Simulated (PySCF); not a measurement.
C4H7FO3S.
SMILES: `CO/C(F)=C/S(C)(=O)=O`

Torsions of this conformer, `[CH3:1][O:2]/[C:3]([F:4])=[CH:5]/[S:6]([CH3:7])(=[O:8])=[O:9]`: C1–O2–C3–F4 9°, C3–C5–S6–C7 83°.

The closed-shell ground state was solved at several levels (PySCF, density fitting, gas phase, non-relativistic). One conformer (not necessarily the lowest) at the PBE0-D3(BJ)/def2-SVP geometry, without solvent, vibrations or thermal averaging.

| level | basis functions | HOMO (eV) | LUMO (eV) | gap (eV) | dipole (D) |
| --- | --- | --- | --- | --- | --- |
| CAM-B3LYP/def2-SVPD | 255 | -9.06 | 0.45 | 9.51 | 6.54 |
| HF/pcSseg-1 | 195 | -10.56 | 3.41 | 13.97 | 7.03 |

Task: Estimate the row for PBE0/pcSseg-1, a basis of 195 functions; the other rows only guide the guess.

Result: HOMO -7.60 eV, LUMO -0.47 eV, gap 7.13 eV, dipole 6.41 D.

Task: Over all these levels, which gives the widest orbital gap and which the narrowest?

Result: HF/pcSseg-1 (Hartree–Fock, all exact exchange) has the widest, 13.97 eV, and PBE0/pcSseg-1 (global hybrid, 25 % exact exchange) the narrowest, 7.13 eV. The two share the basis. From the narrowest to the widest the HOMO moves by -2.96 eV and the LUMO by +3.88 eV. The HOMO need not be the same orbital at Hartree–Fock and at DFT levels.

Task: How far do the dipole and the HOMO energy spread over the levels?

Result: The dipole runs from 6.41 to 7.03 D (mean 6.66 D) and the HOMO from -10.56 to -7.60 eV.
